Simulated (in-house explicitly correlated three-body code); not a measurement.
Computed with an exponentially correlated three-body code. Model: two electrons around a point charge, non-relativistic, variational in 260 exponentially correlated functions (energies converged to about 1e-7 hartree, or 1e-8 relative for large Z).

Command:
```bash
python run_hyl.py task.json out
```
Settings (lengths in bohr, energies in hartree):
```
Z                      1.5
nuclear_mass           206.7683
interaction_strength   1
functions              260
states_tried           13
```

Run time, properties included: 64 s on 1 thread of Arm Neoverse N1 (shared host).

**Those bound S and P states to n = 4 that converged, binding against the one-electron ion.**

Given: nuclear charge 1.5; mass of the centre 206.77 electron masses.

Computed: one-electron threshold -1.11958531 hartree.

```json
{"term": "1 1S", "energy (hartree)": "-1.45777388", "binding (eV)": "9.2026"}
{"term": "2 3S", "energy (hartree)": "-1.1719495", "binding (eV)": "1.4249"}
{"term": "2 1S", "energy (hartree)": "-1.16078736", "binding (eV)": "1.1212"}
{"term": "2 3P", "energy (hartree)": "-1.15233171", "binding (eV)": "0.89107"}
{"term": "2 1P", "energy (hartree)": "-1.15063242", "binding (eV)": "0.84483"}
{"term": "3 3S", "energy (hartree)": "-1.13871754", "binding (eV)": "0.52061"}
{"term": "3 1S", "energy (hartree)": "-1.1360812", "binding (eV)": "0.44888"}
{"term": "3 3P", "energy (hartree)": "-1.1339391", "binding (eV)": "0.39059"}
{"term": "3 1P", "energy (hartree)": "?", "binding (eV)": "?"}
{"term": "4 3S", "energy (hartree)": "-1.12944363", "binding (eV)": "0.26826"}
{"term": "4 1S", "energy (hartree)": "-1.12843774", "binding (eV)": "0.24089"}
{"term": "4 3P", "energy (hartree)": "?", "binding (eV)": "?"}
{"term": "4 1P", "energy (hartree)": "-1.12734467", "binding (eV)": "0.21114"}
```

(1) What belongs in the row 3 1P?

(2) What belongs in the row 4 3P?

**Converged states only, values per electron or pair.**

| term | mean r (bohr) | mean r squared (bohr²) | mean inverse r (1/bohr) | mean r12 (bohr) | mean inverse r12 (1/bohr) | mean cosine | mean p1 dot p2 (bohr⁻²) | delta r1 (bohr⁻³) | delta r12 (bohr⁻³) |
| --- | --- | --- | --- | --- | --- | --- | --- | --- | --- |
| 1 1S | 1.3637 | 2.6296 | 1.1825 | 2.1205 | 0.63199 | -0.081425 | 0.092569 | 0.67212 | 0.028415 |
| 2 3S | ? | ? | ? | ? | ? | ? | ? | ? | - |
| 2 1S | 5.1257 | 50.597 | 0.81975 | 9.3232 | 0.13769 | -0.011353 | 0.0034129 | 0.5361 | 0.0013208 |
| 2 3P | ? | ? | ? | ? | ? | ? | ? | ? | - |
| 2 1P | 5.5494 | 61.709 | 0.80809 | 10.16 | 0.12302 | -0.0076066 | 0.0059609 | 0.52942 | 4.4191e-05 |
| 3 3S | 10.339 | 221.52 | 0.78128 | 19.71 | 0.066416 | -0.0035001 | 0.0005352 | 0.53151 | - |
| 3 1S | 11.913 | 296.58 | 0.77711 | 22.852 | 0.059177 | -0.0029875 | 0.00082049 | 0.53114 | 0.00034374 |
| 3 3P | 12.529 | 335.24 | 0.77544 | 24.086 | 0.058447 | -0.0051072 | -0.0032273 | 0.52863 | - |
| 3 1P | 13.104 | 366.26 | 0.77384 | 25.23 | 0.054771 | -0.0020588 | 0.001963 | 0.52944 | 1.5182e-05 |
| 4 3S | 19.548 | 818.44 | 0.76486 | 38.11 | 0.035679 | -0.0012824 | 0.00017339 | 0.53019 | - |
| 4 1S | 21.715 | 1013.3 | 0.76321 | 42.442 | 0.032739 | -0.0011666 | 0.00030101 | 0.5301 | 0.00013629 |
| 4 3P | 22.899 | 1140.4 | 0.76254 | 44.81 | 0.032448 | -0.0021084 | -0.001394 | 0.52911 | - |
| 4 1P | 23.669 | 1217.7 | 0.76185 | 46.349 | 0.030868 | -0.00082617 | 0.00084158 | 0.52943 | 6.6971e-06 |

(3) What belongs in the row 2 3S?

(4) What belongs in the row 2 3P?

Answers

(1) energy (hartree): -1.13337561; binding (eV): 0.37525.

(2) energy (hartree): -1.12758968; binding (eV): 0.21781.

(3) mean r (bohr): 4.1441; mean r squared (bohr²): 32.138; mean inverse r (1/bohr): 0.83598; mean r12 (bohr): 7.3875; mean inverse r12 (1/bohr): 0.16403; mean cosine: -0.015262; mean p1 dot p2 (bohr⁻²): 0.0026553; delta r1 (bohr⁻³): 0.53858.

(4) mean r (bohr): 5.1787; mean r squared (bohr²): 53.83; mean inverse r (1/bohr): 0.81304; mean r12 (bohr): 9.4361; mean inverse r12 (1/bohr): 0.13445; mean cosine: -0.017486; mean p1 dot p2 (bohr⁻²): -0.010116; delta r1 (bohr⁻³): 0.52693.
